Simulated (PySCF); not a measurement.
Telling isomers of C$_{6}$H$_{11}$ClOSi$_{2}$ apart by NMR

[PySCF 2.14: structure optimised with GFN2-xTB; PBE0/pcSseg-1 with gauge-including orbitals; no solvent model; one computed conformer; relativity neglected; rapidly exchanging positions averaged]

Chemical shifts δ = σref − σ; TMS for ¹H (σref 31.72) and ¹³C (σref 186.93), all at this level. Where no couplings were computed, multiplicities follow the n + 1 count of equivalent neighbours, and m marks all less simple cases (inequivalent or close neighbours, rings, F or P nearby). Shifts are as computed. Against solution values, carbons near 30 ppm lie about +3 ppm off and those near 130 ppm about +5 ppm. Of 1211 compounds with measured shifts, 218 miss one by over three times the rms of a fit or turn the order of signals round; such compounds aren't used in these exercises.

(1) Tabulate the signals of `CC#C[SiH2]/C=C/[Si@@H](Cl)OC`, `CC#C/C(=C\[SiH2]OC)[SiH2]Cl` and their relative energies.

(2) What is the quickest way to tell CC#C[SiH2]/C=C/[Si@@H](Cl)OC from CC#C/C(=C\[SiH2]OC)[SiH2]Cl?

Results:

(1) 
```json
{"SMILES": "CC#C[SiH2]/C=C/[Si@@H](Cl)OC", "carbon types": "2×C 2×CH 2×CH3", "δC": "159.4, 157.8, 115.4, 80.8, 52.4, 6.2", "δH": "7.02 (m, 1H), 6.95 (m, 1H), 5.47 (d, 1H), 4.74 (m, 1H), 4.51 (m, 1H), 3.90 (s, 3H), 2.07 (s, 3H)", "E rel. (kcal/mol)": "0.0"}
{"SMILES": "CC#C/C(=C\\[SiH2]OC)[SiH2]Cl", "carbon types": "3×C 1×CH 2×CH3", "δC": "160.5, 146.3, 109.3, 84.8, 53.8, 6.3", "δH": "7.36 (t, 1H), 5.20 (s, 2H), 5.03 (d, 2H), 3.82 (s, 3H), 2.32 (s, 3H)", "E rel. (kcal/mol)": "13.0"}
```

Energies are electronic energies at PBE0/pcSseg-1 on these geometries, without zero-point or thermal terms, each for the one conformer computed, which needn't be the lowest.

(2) Both give the same number of carbon signals, but DEPT or the intensities differ. The first has an alkyne carbon (C) at 115.4 ppm, the second a fully substituted alkene carbon (C) at 146.3 ppm. Their most deshielded carbons lie at 159.4 and 160.5 ppm.
